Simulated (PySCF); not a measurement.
## C₆ coefficients of unlike pairs at PBE0

Calculated with PySCF 2.14 from the dipole response of each species, C₆(A,B) = (3/π) ∫ α_A(iu) α_B(iu) du, in atomic units, from isotropic polarisabilities. For ions this is the dispersion term alone; charge-induced terms of lower order in 1/R come first.

```json
{"species": "As⁺", "configuration": "[Ar] 3d10 4s2 4p2 (3P)", "basis": "aug-cc-pVTZ-PP with one added diffuse shell each of s, d, f type with ECP10MDF (7s5p5d3f)", "relativity": "core potential", "α (bohr³)": "16.83", "C₆ (like pair)": "101.3"}
{"species": "Cr", "configuration": "[Ar] 3d5 4s1 (7S)", "basis": "x2c-QZVPPall with one added diffuse shell each of s, p, d, f, g type (12s8p6d4f3g)", "relativity": "spin-free X2C", "α (bohr³)": "74.64", "C₆ (like pair)": "627.4"}
{"species": "F⁺", "configuration": "[He] 2s2 2p4 (3P)", "basis": "dyall-acv3z (15s9p4d2f)", "relativity": "none", "α (bohr³)": "1.804", "C₆ (like pair)": "3.361"}
{"species": "Mg²⁺", "configuration": "[Ne] (1S)", "basis": "dyall-av3z (20s13p6d4f)", "relativity": "spin-free X2C", "α (bohr³)": "0.4993", "C₆ (like pair)": "0.6016"}
```

Problem. Estimate C₆ for F⁺ with As⁺.

Solution. The integral gives 16.24. The combination rule 2 C_A C_B / (C_A α_B/α_A + C_B α_A/α_B) gives 16.13 and the geometric mean 18.45.

No spin-orbit coupling is included.

The other pairs:

```csv
pair,C₆
"Mg²⁺, Cr",9.842
"F⁺, Cr",31.15
"Mg²⁺, F⁺",1.327
"Cr, As⁺",225.2
"Mg²⁺, As⁺",5.413
```
